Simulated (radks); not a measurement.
Q: Ag4+, configuration [Ar] 3d10 4s2 4d(up 4, down 4) 4p(up 2.5, down 2.5) (fractional occupations, a model configuration). All-electron calculation, scalar-relativistic Kohn-Sham, PBEsol, spin-polarised, spherical densities, finite nucleus; Fermi nuclear charge, rms radius 4.5454 fm. Program: a radial shooting solver on a logarithmic mesh with Libxc functionals. Some entries of the table are withheld. Estimate them.

orbital,occ.,eigenvalue (Ry),<1/r> (bohr^-1),r(max) (bohr)
1s,2,-1865.190,49.41,0.02017
2s,2,-278.4639,11.23,0.1140
2p,6,-250.2998,10.85,0.09115
3s,2,-54.65632,(1),0.3327
3p,6,-45.40361,3.757,(2)
3d,10,-30.79861,3.532,0.2736
4s,2,-11.21761,1.537,(3)
4p,5,-8.47875,1.395,0.8681
4d,8,-4.47930,1.112,(4)

A: 
(1) 3s <1/r> (bohr^-1): 3.943
(2) 3p r(max) (bohr): 0.3259
(3) 4s r(max) (bohr): 0.8177
(4) 4d r(max) (bohr): 0.9911
